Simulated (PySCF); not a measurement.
Magnetic shielding above rings: a mixed set.

Definitions: NICS(0) = −σiso at the ring centroid; NICS(1) = −σiso and NICS(1)zz = −σzz at ±1 Å along the ring normal z. Level: GIAO PBE0/pcSseg-1 (PySCF, non-relativistic, gas phase) on the GFN2-xTB geometries, one conformer each. Atom numbers follow the mapped SMILES.

**Question.** Order these rings by mean NICS(1)zz, lowest (most negative) first (ppm).
A. ring C3–C4–C5–N6–C7–C8 in `[CH3:1][PH:2][c:3]1[cH:4][cH:5][n:6][cH:7][cH:8]1`
B. ring C5–C6–C7–C8–O10 in `[O:1]=[S:2](=[O:3])([OH:4])[c:5]1[cH:6][cH:7][c:8]([O-:9])[o:10]1` (charge -1)
C. ring C4–C5–O6 in `[Cl:1][CH:2]([Cl:3])[C@H:4]1[CH2:5][O:6]1`
D. ring N2–C3–C4–C5–C9 in `[CH3:1][n:2]1[cH:3][cH:4][c:5]([CH:6]([F:7])[F:8])[cH:9]1`

**Answer.** D (-28.6), A (-26.9), C (-25.0), B (-14.2).

```tsv
SMILES	ring	NICS(0)	NICS(1)	NICS(1)zz	HOMA	rms pucker (Å)	ring atoms with four or more neighbours
Cn1ccc(C(F)F)c1	5-membered ring with N; formal bonds all aromatic	-13.7	-10.9	-28.6	0.93	0.00	0
CPc1ccncc1	6-membered ring with N; formal bonds all aromatic	-6.7	-10.8	-26.9	0.99	0.01	0
ClC(Cl)[C@H]1CO1	3-membered ring with O; formal bonds all single	-47.4	-7.1	-25.0	–	0.00	2
O=S(=O)(O)c1ccc([O-])o1	5-membered ring with O; formal bonds all aromatic	-9.9	-6.6	-14.2	-0.23	0.00	0
```

NICS(0) gives another order. The isotropic NICS(1) gives the same order. HOMA uses Krygowski's 1993 parameters; it is left out where a ring has a four-coordinate atom, a triple bond, no multiple bond or a kind of bond without parameters. NICS(1) and NICS(1)zz are means over the two faces.
